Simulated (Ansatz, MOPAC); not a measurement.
Dissociation curve of Ga2, triplet. Each curve is given relative to its own lowest point near equilibrium.

```
R / Å      A      B      C
-----  -----  -----  -----
2.64   1.631  0.028  0.025
2.70   1.821  0.006  0.004
2.80   0.000  0.000  0.000
2.86   0.037  0.011  0.013
3.01   0.132  0.073  0.079
3.09   2.228  0.119  0.128
3.31   2.885  0.269  0.289
3.70   4.128  0.538  0.607
4.09   5.306  0.757  0.818
4.53   6.425  0.928  0.938
4.94   7.234  1.028  0.996
5.31   7.789  1.083  1.026
5.90       —  1.132  1.052
6.58       —  1.157  1.066
7.37       —  1.170  1.074
7.93       —  1.174  1.076
```

Energies in eV.

Task: Match the curves with the methods AM1, unrestricted, heats of formation (MOPAC 23.2.5); full CI/aug-cc-pVDZ, cores with 3d frozen (Ansatz, a first-principles code); CCSD on ROHF/aug-cc-pVDZ, cores with 3d frozen run with Ansatz.

Result: A is AM1; B is FCI; C is ROCCSD.

Dashes: no converged value, or the column stops at the first point that the program doubted or that broke a chosen test of continuity, which isn't proof of a fault.

The scan ran from 2.17 to 7.93 Å; beyond the distances shown full CI changes its symmetry label. The T1 diagnostic of CCSD on the restricted reference of ROCCSD exceeds 0.045 at 3.70 to 4.09 Å.
